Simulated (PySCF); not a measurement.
Electronic absorption of Ti(NCO)4

Compound: Ti(NCO)4, C4N4O4Ti (singlet state).
SMILES: `O=C=[N][Ti]([N]=C=O)([N]=C=O)[N]=C=O`

The calculation used TDDFT wB97X-D/def2-SVPD, vertical, gas phase, core orbitals frozen in the response in PySCF 2.14.0, density-fitted response routines. Geometry: PBE0-D3(BJ)/def2-SVP; no solvent, vibrations or thermal averaging.

What does the calculation give for the low-lying excited states?

```tsv
state	E (eV)	ν̃ (cm⁻¹)	f	main configurations (H = HOMO, L = LUMO)
S1	4.30	34690	0.0000	H→L (61%), H-2→L (14%), H-1→L (14%)
S2	4.31	34730	0.0000	H-2→L (21%), H-2→L+1 (18%), H→L+1 (16%)
S3	4.31	34750	0.0000	H-1→L+1 (51%), H-2→L+1 (37%)
S4	4.57	36840	0.048	H-2→L (35%), H-1→L (32%), H-1→L+1 (12%)
S5	4.57	36880	0.048	H→L+1 (25%), H-1→L (20%), H-2→L+1 (12%)
S6	4.58	36910	0.048	H→L+1 (38%), H-2→L+1 (20%), H-1→L+1 (10%)
S7	4.89	39450	0.0000	H-3→L (63%)
S8	4.90	39510	0.0000	H-4→L (30%), H-4→L+1 (25%)
S9	4.90	39550	0.0000	H-5→L+1 (57%), H-4→L+1 (10%), H-1→L+3 (9%)
S10	5.03	40590	0.0000	H-7→L (26%), H-6→L+1 (25%), H→L+2 (12%)
S11	5.21	42000	0.0000	H-6→L (18%), H-7→L+1 (17%), H→L+2 (12%)
S12	5.21	42030	0.0000	H-6→L+1 (18%), H-7→L (17%), H-1→L+4 (14%)
S13	5.38	43400	0.063	H-3→L+1 (32%), H-5→L (17%)
S14	5.39	43460	0.063	H-4→L (31%), H-3→L+1 (17%), H-5→L+1 (8%)
S15	5.40	43520	0.062	H-5→L (40%), H-4→L+1 (19%)
```

Triplets, Tamm–Dancoff:

```
state  E (eV)  λ (nm)   main configurations (H = HOMO, L = LUMO)
   T1    4.16   298.0                   H-1→L (61%), H→L+1 (20%)
   T2    4.17   297.6                   H-2→L (50%), H→L+1 (24%)
   T3    4.17   297.4  H→L+1 (28%), H-2→L+1 (25%), H-1→L+1 (20%)
   T4    4.25   291.7        H→L (50%), H-2→L (21%), H-1→L (15%)
```

The lowest singlet comes at 288 nm (415 kJ/mol) in the ultraviolet; it is dark (f under 0.0005); its leading configuration is HOMO→LUMO (61%). The largest oscillator strength of a single state is 0.063. S1/S2/S3, S4/S5/S6, S7/S8/S9, S11/S12 and S13/S14/S15 lie within about 0.01 eV of each other in each set. For S1 the Löwdin share of titanium is at most 11% in HOMO and 65% in LUMO (ligand-to-metal charge transfer by this measure). Orbital energies (eV): HOMO-3 -11.74, HOMO-2 -10.91, HOMO-1 -10.91, HOMO -10.90, LUMO -1.98, LUMO+1 -1.97, LUMO+2 -0.91. The listed states span 1.09 eV, and the widest gap between neighbours is 0.31 eV (S6 to S7). Of the 15 states listed, 6 reach f = 0.01 and 9 stay under 0.0005. Only the lowest 15 singlets were computed, as vertical energies without vibronic structure.

Hardware: 2 threads, Intel Xeon at 2.60 GHz (x86_64), on a shared host. Cost: 1.7 min wall, 3.8 min CPU (with the writing of density and orbital grids), 1.8 GiB resident at most.
